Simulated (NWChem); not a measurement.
Correlation energy of trisilylamine (H9NSi3)

SMILES: [SiH3]N([SiH3])[SiH3]
```xyz
13

Si    -0.4883    -1.6948     0.0000
N      0.0667    -0.0180     0.0000
Si     0.2341     0.8501     1.5289
Si     0.2341     0.8501    -1.5289
H      0.0253    -2.3770     1.2218
H     -1.9795    -1.8057     0.0000
H      0.0253    -2.3770    -1.2218
H      0.6898    -0.1014     2.5819
H      1.2330     1.9433     1.3601
H     -1.0514     1.4631     1.9848
H     -1.0514     1.4631    -1.9848
H      1.2330     1.9433    -1.3601
H      0.6898    -0.1014    -2.5819
```
Charge 0, spin multiplicity 1.

The numbers come from NWChem runs, not from measurements. Structure: optimised with B3LYP/def2-SVP, held to Cs symmetry and with no frequency check, so it may be a saddle point.

Basis set: STO-3G. Each correlation energy counts from its own Hartree-Fock reference.

The correlated methods keep 16 core orbitals frozen. No row is a measurement; the coupled-cluster row has its own basis-set and correlation limits.

Problem. Order these methods by the correlation energy they give, lowest first: MP2, SCS-MP2, CR-CCSD[T], CCSD, CCSDT.

Solution. CCSDT (-241.1 mHa), CR-CCSD[T] (-240.0 mHa), CCSD (-236.6 mHa), SCS-MP2 (-195.8 mHa), MP2 (-176.7 mHa)
